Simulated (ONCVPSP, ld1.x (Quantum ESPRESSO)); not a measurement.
## Hardness and transferability of assorted potentials

Generated with ld1.x 7.5 (TM, RRKJ, ultrasoft, PAW), atompaw 4.2 or ONCVPSP 4.0.1. The cutoff is in Ry: for ld1.x and atompaw files where the sum of valence levels is converged to 10 mRy in a Bessel basis, for ONCV files where the hardest occupied wave has 1 mHa per electron of residual kinetic energy. The error is the largest all-electron minus pseudo excitation energy over each file’s own four to seven test configurations (ionisations up to +4, promotions, holes and added fractions of an electron), all of which were solved. The labels leave out finer settings (local radius, basis sizes, second energies), which also bear on the numbers. Spin-polarised tests are not counted. The rows are a selection from randomly drawn settings: files with unsolved tests, undetermined cutoffs or missed reference levels are left out.

A true bound ghost makes a file unfit for plane-wave use even where its test errors are small: the radial tests pick states by their node count and pass the ghost by.

| element | potential | cutoff (Ry) | largest error (meV) | bound ghosts |
| --- | --- | --- | --- | --- |
| F | PAW, PBE, scalar-relativistic, rc 0.60/1.05/1.05 (spd), local smoothed, core correction yes, reference 2s2 2p5 | 110 | -29 | s |
| Nb | ONCV, PBE, scalar-relativistic, rc 3.25/2.15/2.85 (spd), local smoothed, core correction no, reference 4p6 4d4.5 5s0.5, qcut 1.6/6.3/5.2, projectors 2/1/2 | 23 | +11 | none |
| Mo | TM semilocal, PBE, scalar-relativistic, rc 2.90/2.90/1.65/3.10 (spdf), local f, core correction yes, reference 4d5 5s0 5p0 | 40 | -1519 | none |
| Rh | ONCV, PBE, scalar-relativistic, rc 2.70/1.80/1.95 (spd), local smoothed, core correction no, reference 4p6 4d8 5s1, qcut 3/8.4/7.6, projectors 2/2/2 | 41 | +59 | s |
| Cd | ONCV, PBE, scalar-relativistic, rc 1.05/1.20/1.60 (spd), local smoothed, core correction yes, reference 4s2 4p6 4d10, qcut 7.4/10.4/10.6, projectors 2/2/3 | 272 | -8.5 | none |
| Sn | ONCV, LDA (Perdew-Zunger), fully relativistic, rc 2.15/2.20/1.60 (spd), local smoothed, core correction no, reference 4d10 5s2 5p2, qcut 2.5/4.1/9.1, projectors 3/3/3 | 66 | -135 | none |
| Tb | ONCV, LDA (Perdew-Wang 92), scalar-relativistic, rc 1.80/1.45/2.15 (spd), local smoothed, core correction yes, reference 5s2 5p6 5d1 6s0.5, qcut 5.8/5.7/4, projectors 2/2/2 | 64 | -332 | none |

Problem. Fill in the row for Cd: ONCV, PBE, scalar-relativistic, rc 1.65/1.15/1.60 (spd), local smoothed, core correction yes, reference 4s2 4p6 4d10 5s2, qcut 7.3/10/11.4, projectors 2/2/2.

Solution. cutoff 82 Ry, largest error -15 meV, bound ghosts: none.
